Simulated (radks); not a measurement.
Initial-state core-level shifts of neutral barium when its valence configuration changes from [Xe] 6s2. Method: Dirac Kohn-Sham, PBE, spin-unpolarised, spherical densities, finite nucleus; open shells fill j = l - 1/2 first; Fermi nuclear charge, rms radius 4.8378 fm; computed with a radial shooting solver on a logarithmic mesh with Libxc functionals. Shifts are changes of the shell-averaged eigenvalues in eV (positive: less bound); the change of the density at the nucleus, which sets a Mossbauer isomer shift, is in e/bohr^3, on a base of 3.228e+05.

| valence | 1s | 2p | 3s | 5p | density at nucleus |
|---|---|---|---|---|---|
| 6s1.5 6p0.5 | -0.544 | -0.544 | -0.546 | -0.520 | -5.38 |
| 4f1 6s1 | -1.558 | -1.452 | -1.265 | -2.033 | -12.81 |
| 5d0.5 6s1 6p0.5 | +0.183 | +0.224 | +0.218 | +0.145 | -13.42 |
| 5d0.5 6s1.5 | +0.709 | +0.748 | +0.744 | +0.654 | -8.11 |
| 6s1 6p1 | -1.069 | -1.069 | -1.072 | -1.018 | -11.10 |
| 5d2 | +2.083 | +2.209 | +2.200 | +1.974 | -27.24 |
| 5d1 6p1 | +0.308 | +0.388 | +0.377 | +0.244 | -26.05 |
